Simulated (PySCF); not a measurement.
BrH3PbSi, SMILES [SiH3][Pb][Br] (connectivity only; charge and spin as stated), neutral, multiplicity 1.

Geometry optimised at PBE-D3(BJ)/def2-SVP. The structure was generated by enumeration; whether it is a known compound was not checked. The def2 effective core potentials stand for the cores of Pb; spin–orbit coupling is left out.

Two levels are set side by side: TDA-PBE/def2-SVPD (PySCF) and TDA-M06-2X/def2-SVPD (PySCF). Vertical, same geometry. The lowest singlet is HOMO→LUMO 99 % with PBE and HOMO→LUMO 99 % with the other functional; states are paired by order. Differences are taken from unrounded values.

| quantity | TDA-M06-2X |
|---|---|
| lowest singlet excitation (eV) | 2.06 |
| lowest triplet excitation (TDA) (eV) | 1.43 |
| first bright state (f over 0.05) (eV) | 5.38 |
| its oscillator strength | 0.33 |

Task: What does TDA-PBE give, and how far is it from TDA-M06-2X? (The exact figures need the calculation; the answer reports its results.)

Result: 
| quantity | TDA-PBE | TDA-PBE minus TDA-M06-2X |
|---|---|---|
| lowest singlet excitation (eV) | 1.84 | -0.22 |
| lowest triplet excitation (TDA) (eV) | 1.38 | -0.05 |
| first bright state (f over 0.05) (eV) | 5.15 | -0.23 |
| its oscillator strength | 0.23 | -0.10 |

Functionals without exact exchange tend to place singlet excitations lower, as here. Differences between two approximate levels are no errors against the true value.

Rough cost on one machine, each run with all the roots and properties that it gave: TDA-M06-2X against TDA-PBE about 8 times.
